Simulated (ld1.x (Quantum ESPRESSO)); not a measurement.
Cutoff test, indium, TM

| Property | Result |
| --- | --- |
| Element | In (Z = 49) |
| Generator | ld1.x (Quantum ESPRESSO) 7.5 |
| Type | norm-conserving Troullier–Martins (Kleinman–Bylander form) |
| Functional | LDA (PZ) |
| Relativity | scalar-relativistic |
| Frozen core | [Kr] 4d10 |
| Valence charge | 3 |
| Reference configuration | 5s2 5p0 (charge +1) |
| Partial waves | 5p (bound, empty): rc 1.00 bohr; 5s (bound): rc 1.55 bohr |
| Local potential | the s channel |
| Core correction | a·sin(br)/r model core inside 0.80 bohr |

The pseudo-atom Hamiltonian at the reference potential is diagonalised in spherical Bessel functions j_l(qr) that vanish at 20 bohr, with q² up to the cutoff. All-electron valence levels (Ry): 5p -0.6393, 5s -1.1251.

**Question.** How do the lowest levels (Ry) of each channel move with the cutoff, and are there ghosts?

**Answer.**

| cutoff (Ry) | p #1 | p #2 | p #3 | s #1 | d #1 | f #1 | Σ f·Δε (mRy) |
| --- | --- | --- | --- | --- | --- | --- | --- |
| 8 | -0.6929 | -0.1724 | -0.0484 | -1.0316 | -0.2302 | -0.0506 | 186.9 |
| 12 | -0.7050 | -0.1741 | -0.0496 | -1.0344 | -0.2333 | -0.0506 | 181.4 |
| 18 | -0.7069 | -0.1744 | -0.0498 | -1.0648 | -0.2369 | -0.0506 | 120.7 |
| 30 | -0.7577 | -0.1878 | -0.0595 | -1.1163 | -0.2376 | -0.0506 | 17.6 |
| 40 | -0.8001 | -0.2043 | -0.0709 | -1.1221 | -0.2381 | -0.0506 | 6.0 |
| 50 | -0.8082 | -0.2090 | -0.0742 | -1.1227 | -0.2385 | -0.0506 | 4.8 |
| 60 | -0.8085 | -0.2097 | -0.0748 | -1.1232 | -0.2386 | -0.0506 | 3.9 |
| 80 | -0.8230 | -0.2250 | -0.0857 | -1.1236 | -0.2387 | -0.0506 | 3.1 |
| 110 | -1.2432 | -0.5333 | -0.1550 | -1.1245 | -0.2387 | -0.0506 | 1.2 |
| 140 | -1.9574 | -0.6235 | -0.1632 | -1.1249 | -0.2387 | -0.0506 | 0.5 |
| 180 | -2.2058 | -0.6380 | -0.1648 | -1.1250 | -0.2388 | -0.0506 | 0.2 |
| 400 | -2.2268 | -0.6390 | -0.1649 | -1.1251 | -0.2388 | -0.0506 | 0.0 |

Result: ghost state, extra bound levels that the all-electron valence spectrum of the same l lacks: p at -30.3 eV (a true bound ghost makes a file unfit for plane-wave use); 10 mRy is reached at 35 Ry and 1 mRy at 140 Ry.

The cutoffs count occupied waves only; the empty 5p level needs 160 Ry at the loose tolerance. 7 of 9 tests not solved or not reliable.
